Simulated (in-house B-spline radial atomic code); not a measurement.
Configurations of Cl7+, with energies counted from [He] 2s2 2p6. Method: non-relativistic BLYP, spin-polarised, spherical fractional occupations, point nucleus. Calculated with a radial B-spline atomic code at the basis-set limit. Shells without spins written out take the highest spin.

```
                             configuration  E - E(ref) (eV)  highest orbital  its <r> (bohr)
[He] 2s2 2p(2 up, 3 down) 3s(0 up, 1 down)           208.48          3s down           1.186
[He] 2s2 2p(3 up, 2 down) 3p(1 up, 0 down)           223.62            3p up            1.21
                          [He] 2s1 2p6 3d1           300.95            3d up           1.191
```

Task: Order these further configurations by energy, lowest first.
A. [He] 2s(0 up, 1 down) 2p6 3p(0 up, 1 down)
B. [He] 2s2 2p5 3d1
C. [He] 2s(0 up, 1 down) 2p6 3s(0 up, 1 down)

Result: B (244.95 eV), C (264.73 eV), A (280 eV).
